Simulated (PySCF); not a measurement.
**Frontier orbitals and the lowest excitations**

Compound: C4H5ClN2Si.
Numbering: `[H]/[N:6]=[CH:5]\[C:4](=[CH:3]\[C:2]#[N:1])[SiH2:7][Cl:8]` (hydrogens: H9 on C3; H10 on C5; H11 on N6; H12, H13 on Si7)

Geometry (GFN2-xTB, Å), atoms numbered from 1 in this order:
```xyz
13
C4H5ClN2Si angstrom
N      3.272    0.081    0.471
C      2.181   -0.267    0.553
C      0.854   -0.715    0.663
C     -0.188   -0.097    0.082
C     -1.535   -0.660    0.251
N     -1.869   -1.871    0.254
Si    -0.014    1.502   -0.937
Cl    -0.090    3.034    0.363
H      0.721   -1.595    1.287
H     -2.338    0.064    0.358
H     -1.102   -2.534    0.128
H      1.258    1.494   -1.646
H     -1.155    1.565   -1.845
```

Method used: PySCF, TDDFT PBE0/def2-SVPD, vertical, gas phase, core orbitals frozen in the response.

Kohn–Sham orbitals with the atoms that hold most of them (Löwdin shares over 4%, at most four atoms; ? is withheld):

| orbital | ε (eV) | atoms |
| --- | --- | --- |
| HOMO-3 | -9.55 | Cl8 56%, Si7 14%, H13 10%, C4 7% |
| HOMO-2 | -9.52 | Cl8 51%, Si7 14%, H12 11%, N1 4% |
| HOMO-1 | -8.63 | ? |
| HOMO | -8.15 | N6 56%, C5 11%, C4 10%, H11 7% |
| LUMO | -2.96 | ? |
| LUMO+1 | -0.64 | C5 25%, N6 19%, Si7 18%, C4 10% |
| LUMO+2 | 0.00 | N1 23%, C2 20%, C3 12%, Si7 11% |

Problem. Give the leading atoms of the HOMO-1.

Solution. C4 (bonded to 2 C and Si) 20%; C3 (bonded to 2 C and H) 18%; N6 (bonded to C and H) 17%; N1 (bonded to C) 16%. By element: carbon 38% or more, nitrogen 33%.

Problem. Give the leading atoms of the LUMO.

Solution. C4 (bonded to 2 C and Si) 24%; C3 (bonded to 2 C and H) 22%; N6 (bonded to C and H) 12%; N1 (bonded to C) 11%. By element: carbon 46% or more, nitrogen 23%.

Problem. How does S1 compare with the orbital gap of 5.19 eV?

Solution. S1 is at 3.77 eV (f = 0.0021), 1.42 eV below the gap, made of HOMO→LUMO (91%). 

Problem. Give energy, strength and leading configuration of S1 and S2, and follow the Löwdin shares of the leading atoms from the occupied to the empty orbital.

Solution. 
- S1 (3.77 eV, f 0.0021), HOMO→LUMO (91%): N6 56% → 12%, C5 11% → at most 12%, C4 10% → 24%, C3 at most 7% → 22%
- S2 (5.15 eV, f 0.265), HOMO-1→LUMO (83%): C4 20% → 24%, C3 18% → 22%

Löwdin shares depend on the basis, the more so with diffuse functions.

One conformer stands for the species.
